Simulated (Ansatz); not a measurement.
The cluster Cu₂Cl₂⁻. Charge -1, multiplicity 4. Geometry r2SCAN-D4/def2-SVPD.

| atom | x (Å) | y (Å) | z (Å) |
| --- | --- | --- | --- |
| Cu1 | 0.602 | -0.004 | -0.345 |
| Cu2 | -0.356 | 2.043 | 0.639 |
| Cl3 | 1.147 | -2.027 | -1.089 |
| Cl4 | -1.393 | -0.012 | 0.794 |

LC-ωPBE has ω = 0.4 bohr⁻¹. HSE06 is defined as in plane-wave codes, on full-range PBE exchange. At HF/STO-3G the charge -1 quartet is spin-contaminated (final ⟨S²⟩ up to 5.82, 3.75 for a pure state). At HF/STO-3G, PBE-D4/def2-TZVPD, r2SCAN-D4/def2-TZVPD, HSE06-D4/def2-TZVPD the highest occupied level of the charge -1 quartet lies above zero (up to 0.92 eV). The electron is either unbound and held by the finite basis, or the level is raised by self-interaction error. The order of the spin states hangs on the level: the doublet lies 3.17 eV below the quartet at PBE0-D4/def2-TZVPD, but 0.64 eV above it at HF/STO-3G. The structure comes from a short search, and lower isomers may exist.

(1) Estimate the α-spin orbital energies around the gap (eV) in Ansatz with HF/STO-3G, PBE-D4/def2-TZVPD, r2SCAN-D4/def2-TZVPD, HSE06-D4/def2-TZVPD, LC-ωPBE/def2-TZVPD.

## Answers

(1) 
```
orbital  HF/STO-3G  PBE-D4/def2-TZVPD  r2SCAN-D4/def2-TZVPD  HSE06-D4/def2-TZVPD  LC-ωPBE/def2-TZVPD
 HOMO−9      -8.69              -3.25                 -3.66                -5.06               -8.18
 HOMO−8      -8.50              -3.06                 -3.41                -4.67               -7.72
 HOMO−7      -7.61              -2.95                 -3.22                -4.49               -7.49
 HOMO−6      -6.57              -2.82                 -3.14                -4.32               -7.36
 HOMO−5      -6.32              -2.70                 -2.97                -4.19               -7.18
 HOMO−4      -5.79              -2.68                 -2.95                -4.14               -7.16
 HOMO−3      -5.28              -2.66                 -2.94                -3.87               -7.05
 HOMO−2      -2.80              -2.57                 -2.86                -3.85               -7.01
 HOMO−1      -2.44              -0.81                 -1.13                -1.30               -4.10
   HOMO       0.73               0.92                  0.69                 0.63               -1.73
   LUMO       7.80               2.23                  2.34                 2.40                4.27
 LUMO+1       9.68               2.71                  3.12                 2.89                4.37
 LUMO+2      11.46               3.09                  3.48                 3.24                4.70
 LUMO+3      17.13               3.45                  3.91                 3.61                5.16
 LUMO+4      23.34               3.64                  3.93                 3.78                5.50
 LUMO+5      23.43               3.80                  4.25                 3.97                5.53
 β HOMO      -1.77              -2.32                 -2.45                -3.18               -6.23
 β LUMO       7.07              -1.82                 -1.64                -1.14                0.99
```
